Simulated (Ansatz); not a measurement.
Total energies of 1-ethyl-3-methylimidazolium hexafluorophosphate (C₆H₁₁F₆N₂P) from Ansatz at PBE0-D4/def2-SVP, gas phase (1 Eh = 27.2114 eV = 2625.5 kJ/mol). The reference geometry is relaxed at r2SCAN-D4/def2-SVP.

```tsv
state	geometry	energy (Eh)
charge 0 singlet	reference	-1283.47211
charge 1 doublet	reference	-1283.09410
charge -1 doublet	reference	-1283.44436
charge -1 doublet	relaxed at r2SCAN-D4/def2-SVP	-1283.47886
free C atom (triplet)	–	-37.76066
free N atom (quartet)	–	-54.47898
free H atom (doublet)	–	-0.50029
free F atom (doublet)	–	-99.54906
free P atom (quartet)	–	-341.02153
```

Q: Work out the vertical ionisation energy to the doublet.

A: E(charge 1 doublet) − E(charge 0 singlet) = -1283.09410 − (-1283.47211) = 0.37801 Eh = 10.29 eV. For comparison, −ε of the highest occupied level is 8.38 eV at this level, 1.91 eV less.

Q: Work out the vertical electron affinity, to the doublet.

A: E(charge 0 singlet) − E(charge -1 doublet) = -1283.47211 − (-1283.44436) = -0.02775 Eh = -0.76 eV; negative, so the extra electron isn't bound. The basis lacks diffuse functions, which makes affinities too small.

Q: Give the fundamental gap IE − EA, the Mulliken electronegativity (IE + EA)/2 and the hardness (IE − EA)/2.

A: From the values in Eh: IE − EA = 0.37801 − (-0.02775) = 0.40576 Eh = 11.04 eV; (IE + EA)/2 = 4.77 eV; (IE − EA)/2 = 5.52 eV. The HOMO–LUMO gap of the same run is 7.35 eV, 3.69 eV smaller than the fundamental gap.

Q: How much does the charge -1 doublet relax, and what is the adiabatic electron affinity?

A: Relaxation: -1283.44436 − (-1283.47886) = 0.03450 Eh = 0.94 eV. Adiabatic electron affinity: 0.00675 Eh = 0.18 eV, without zero-point energy. 

Q: What is the binding energy per atom against free atoms?

A: Atoms: 6 × (-37.76066) + 2 × (-54.47898) + 11 × (-0.50029) + 6 × (-99.54906) + 1 × (-341.02153) = -1279.34100 Eh. Binding: -1279.34100 − (-1283.47211) = 4.13111 Eh = 112.41 eV, or 4.32 eV for each of 26 atoms (no zero-point energy, no counterpoise term).

At PBE0-D4/def2-SVP the highest occupied level of the charge -1 doublet lies above zero (up to 2.64 eV). By energy differences it is unbound by 0.75 eV (vertical, to the charge 0 singlet, at PBE0-D4/def2-SVP) and held by the finite basis. At PBE0-D4/def2-SVP the highest occupied level of the relaxed charge -1 doublet lies above zero (up to 0.36 eV). By energy differences its removal costs 0.18 eV (each at its own geometry, to the charge 0 singlet, at PBE0-D4/def2-SVP); self-interaction error and the lack of diffuse functions both raise the level.
